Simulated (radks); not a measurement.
Ba2+, configuration [Xe].

All-electron calculation, scalar-relativistic Kohn-Sham, RPBE, spin-unpolarised, spherical densities, point nucleus. Program: a radial shooting solver on a logarithmic mesh with Libxc functionals.

Energy parts (eV):
total: -221374.66
kinetic: 233710.07
electron-nucleus: -534982.15
Hartree: 85273.29
exchange-correlation: -5375.88

Orbitals (lengths in bohr, moments of r in powers of bohr; <r^-3> diverges for s and p1/2; r(max) is where P^2 peaks):
orbital  occ.  eigenvalue (eV)  <r^-3>   r(max)
1s          2        -37274.66       -  0.01642
2s          2        -5902.206       -  0.09287
2p          6        -5293.141    7025  0.07463
3s          2        -1255.795       -   0.2663
3p          6        -1060.592    1382   0.2606
3d         10        -777.3942   189.9   0.2152
4s          2        -256.4473       -   0.6250
4p          6        -193.5003   288.4   0.6537
4d         10        -102.1292   31.88   0.6953
5s          2         -45.9327       -    1.473
5p          6         -30.8770   39.51    1.669
5d          0         -12.9106   2.309    2.298
6s          0         -12.4425       -    3.654
4f          0         -10.2933   2.481   0.8224

The highest occupied level is 5p at -30.877 eV. Summed over all electrons, <r^2> = 43.99 bohr^2, which gives a Langevin (diamagnetic) susceptibility term of -34.8 x 10^-6 cm^3/mol. For comparison, the ionisation energy in NIST's Atomic Spectra Database is 35.844 eV (measured). In exact Kohn-Sham theory the highest level is minus the ionisation energy, but local and semilocal functionals leave it too shallow, through self-interaction and a potential that decays too fast; potentials with the right tail come closer. The density falls to 0.001 e/bohr^3 at r = 3.75 bohr.
